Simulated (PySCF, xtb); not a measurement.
C₂H₆F₂Si₂, SMILES F/C=C(/[SiH3])[SiH2]F.

GFN2-xTB (xtb) at its own geometry gives an orbital gap of 4.17 eV and a dipole moment of 1.23 D.

Coordinates come from a TPSSh-D3(BJ)/def2-SVP optimisation. The structure was generated by enumeration; whether it is a known compound was not checked. One conformer was computed; it need not be the lowest.

Problem. What does B3LYP/def2-TZVP run with PySCF give? (The exact figures need the calculation; the answer reports its results.)

Solution. gap 6.59 eV (levels -7.86 and -1.27 eV), dipole 1.60 D.
